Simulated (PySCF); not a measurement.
K(I) anion (IK), SMILES [I][K] (connectivity only; charge and spin as stated), charge -1, multiplicity 2.

The structure is a stationary point at B3LYP-D3(BJ)/def2-TZVPD. The multiplicity is an assumed one; other spin states were not compared. The def2 effective core potentials stand for the cores of I; spin–orbit coupling is left out.

Two levels are set side by side: PBE/def2-TZVPD (PySCF) and r2SCAN/def2-TZVPD (PySCF). Same geometry, gas phase. Differences are taken from unrounded values.

```csv
quantity,r2SCAN,PBE,PBE minus r2SCAN
α-spin orbital gap (eV),1.09,1.02,-0.07
β-spin orbital gap (eV),2.78,2.94,0.16
mean polarisability (bohr³),602.2,599.6,-2.6
```

Rough cost on one machine, each run with all the roots and properties that it gave: r2SCAN against PBE about 3 times.
